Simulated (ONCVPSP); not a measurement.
How hard is this C (Z = 6) ONCV potential?

carbon, optimised norm-conserving Vanderbilt (ONCV), made with ONCVPSP 4.0.1 (PBE, non-relativistic). Core [He], reference 2s2 (charge +2). Waves: 2s: rc 1.15 bohr, ncon 5, nbas 9, qcut 4.5 1/bohr, 2 projectors, debl 4 Ha; p scattering state at 0.1 Ha: rc 1.05 bohr, ncon 4, nbas 8, qcut 7.3 1/bohr, 3 projectors, debl 1.6 Ha; d scattering state at 0.31 Ha: rc 1.00 bohr, ncon 4, nbas 7, qcut 10.9 1/bohr, 1 projector. Local part: polynomial inside 0.80 bohr (lpopt 5, dvloc0 3 Ha). Core correction: polynomial model core, fcfact 0.75.

In the p channel the program set the typed energies aside and used 0.050, 1.650, 3.250 Ha.

Q: For each optimised wave give the share of its norm inside rc, the residual kinetic energy above qcut (Ha) and the cutoffs (Ha) for errors of 10, 1, 0.1 and 0.01 mHa per electron.

A:

```json
{"wave": "2s", "norm inside rc": "0.391", "residual KE": "2.0e-02", "10 mHa": "13.2", "1 mHa": "118.2", "0.1 mHa": "162.0", "0.01 mHa": "182.5"}
{"wave": "s projector 2", "norm inside rc": "0.040", "residual KE": "1.9e-02", "10 mHa": "12.4", "1 mHa": "35.5", "0.1 mHa": "125.2", "0.01 mHa": "217.4"}
{"wave": "p projector 1", "norm inside rc": "0.099", "residual KE": "2.0e-03", "10 mHa": "19.2", "1 mHa": "31.4", "0.1 mHa": "163.0", "0.01 mHa": "193.2"}
{"wave": "p projector 2", "norm inside rc": "0.064", "residual KE": "3.2e-03", "10 mHa": "21.8", "1 mHa": "31.5", "0.1 mHa": "88.4", "0.01 mHa": "231.9"}
{"wave": "p projector 3", "norm inside rc": "0.042", "residual KE": "5.5e-03", "10 mHa": "23.8", "1 mHa": "33.5", "0.1 mHa": "66.1", "0.01 mHa": "168.1"}
{"wave": "d projector 1", "norm inside rc": "0.014", "residual KE": "5.8e-07", "10 mHa": "6.7", "1 mHa": "14.3", "0.1 mHa": "27.8", "0.01 mHa": "43.0"}
```

The occupied waves need 118 Ha and 162 Ha for 1 and 0.1 mHa. Note: no bound ghost flagged; GHOST(+) flagged for p at 75.9 eV. 1 of 4 tests not solved or not reliable.
